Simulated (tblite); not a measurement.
Species: CH2BCl5Ge.
Atom-mapped SMILES: `[Cl:1][B:2]([Cl:3])[Ge@H:4]([Cl:5])[CH:6]([Cl:7])[Cl:8]` (hydrogens: H9 on Ge4; H10 on C6)

Computed with GFN2-xTB (tblite), gas phase: L-BFGS steps from a force-field or distance-geometry start until the largest atomic force falls under 0.01 eV/Å.

Step 7: E = -793.7908 eV
```
atom  x, y, z in Å  |  force x, y, z in eV/Å
Cl1     1.5441    2.3180   -1.0022    0.065   0.128  -0.101
B2      1.6112    0.7094   -0.4839    0.084   0.040  -0.035
Cl3     2.7853   -0.3621   -1.0567    0.114  -0.047  -0.092
Ge4     0.2132    0.0799    0.8645   -0.135  -0.064   0.018
Cl5     0.8517   -1.5672    2.0216   -0.025  -0.019   0.054
C6     -1.4097   -0.5657   -0.1709   -0.027   0.031  -0.143
Cl7    -2.3251    0.8690   -0.6403   -0.021   0.018   0.027
Cl8    -0.8250   -1.3934   -1.6276    0.065  -0.040  -0.011
H9     -0.3379    1.1708    1.7663   -0.075  -0.041   0.135
H10    -2.0989   -1.2540    0.3067   -0.045  -0.005   0.147
```

Step 8: E = -793.7947 eV
```
atom  x, y, z in Å  |  force x, y, z in eV/Å
Cl1     1.5503    2.3195   -1.0087    0.058   0.099  -0.079
B2      1.6174    0.7118   -0.4841    0.063   0.021  -0.034
Cl3     2.7916   -0.3600   -1.0643    0.059  -0.019  -0.050
Ge4     0.2102    0.0809    0.8677   -0.061  -0.050  -0.082
Cl5     0.8469   -1.5635    2.0224   -0.008  -0.062   0.077
C6     -1.4108   -0.5642   -0.1707   -0.016   0.020  -0.126
Cl7    -2.3276    0.8680   -0.6396   -0.032   0.046   0.013
Cl8    -0.8265   -1.3960   -1.6227    0.088  -0.045  -0.056
H9     -0.3429    1.1617    1.7736   -0.087   0.006   0.153
H10    -2.0998   -1.2535    0.3038   -0.064  -0.016   0.185
```

Question: Estimate the geometry and energy of step 9. (The exact step hangs on the optimiser's Hessian estimate; all steps are aligned on step 8, rigid shifts and turns removed.)

Answer: E = -793.7994 eV, largest force 0.179 eV/Å
```
atom  x, y, z in Å  |  force x, y, z in eV/Å
Cl1     1.5591    2.3235   -1.0182    0.053   0.024  -0.038
B2      1.6263    0.7153   -0.4854    0.036   0.011  -0.043
Cl3     2.8005   -0.3581   -1.0745   -0.020   0.032   0.007
Ge4     0.2047    0.0808    0.8702    0.044  -0.006  -0.162
Cl5     0.8412   -1.5605    2.0251    0.002  -0.092   0.086
C6     -1.4132   -0.5626   -0.1729   -0.028  -0.024  -0.060
Cl7    -2.3312    0.8678   -0.6384   -0.040   0.062  -0.013
Cl8    -0.8262   -1.4001   -1.6183    0.090  -0.041  -0.091
H9     -0.3507    1.1510    1.7856   -0.086   0.030   0.142
H10    -2.1015   -1.2525    0.3044   -0.050   0.003   0.172
```

The energy changes by -0.0047 eV. The first-order estimate −F·Δx gives -0.0066 eV and the mean of the old and new forces, exact on a quadratic surface, -0.0047 eV. The step makes an angle of 57° with the force vector and moves no atom by more than 0.018 Å.

What follows is the cost of the whole relaxation. The run took 2.0 s of wall time on one thread of an Arm Neoverse N1, no GPU, shared host with 64 logical CPUs at a one-minute load of 60.
